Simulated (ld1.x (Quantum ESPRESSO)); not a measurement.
## Which change was made? (Sr, TM)

ld1.x (Quantum ESPRESSO) 7.5 input, shortened:

```
&input
   title='Sr', zed=38., rel=1, dft='PBE', iswitch=3,
   config='[Kr] 4d0 4f-2 5s1.75 5p0'
 /
 &inputp
   pseudotype=2, tm=.true., lloc=2,
   nlcc=.true., new_core_ps=.true.
 /
4
5S  1  0   1.75   0.00  3.15  3.15  0.0
5P  2  1   0.00   0.00  3.80  3.80  0.0
4F  4  3  -2.00   0.30  3.40  3.40  0.0
4D  3  2   0.00   0.00  3.50  3.50  0.0
 &test
   configts(1)='4d0 5s1.75 5p0'
 /
```

Cutoffs, loose and tight: the cutoffs (Ry, on a coarse ladder) from which the occupation-weighted sum of valence levels, in a spherical-Bessel basis at the reference potential, stays within 10 and 1 mRy of its value at 400 Ry. They do not see the model core or the augmentation charge, which bear on the density cutoff. Test errors are all-electron minus pseudo excitation energies from the reference, over the configurations 4d0 5s2 5p0; 4d0 5s1 5p0; 4d0 5s1.5 5p0; 4d0.5 5s1.5 5p0; 4d0 5s1 5p1; 4d1 5s1 5p0; 4d1 5s0 5p0; variants that change the core or the reference have their own tests.

The base gives: outcome: generated; cutoff, loose: 6 Ry; cutoff, tight: 8 Ry; bound ghosts: s; largest test error (meV): -43.

(1) After one change the result is: outcome: generated; cutoff, loose: 50 Ry; cutoff, tight: 70 Ry; bound ghosts: s; largest test error (meV): -19. Which change was it?
A. wave 5s (bound): rc 3.15 bohr becomes 5s (bound): rc 2.10 bohr
B. wave 5s (bound): rc 3.15 bohr becomes 5s (bound): rc 2.58 bohr
C. wave 5s (bound): rc 3.15 bohr becomes 5s (bound): rc 4.50 bohr

## Answers

(1) A. The others give: wave 5s (bound): rc 3.15 bohr becomes 5s (bound): rc 2.58 bohr → outcome: generated; cutoff, loose: 10 Ry; cutoff, tight: 21 Ry; bound ghosts: s; largest test error (meV): -21 | wave 5s (bound): rc 3.15 bohr becomes 5s (bound): rc 4.50 bohr → outcome: generated; cutoff, loose: 6 Ry; cutoff, tight: 6 Ry; bound ghosts: s; largest test error (meV): -22.
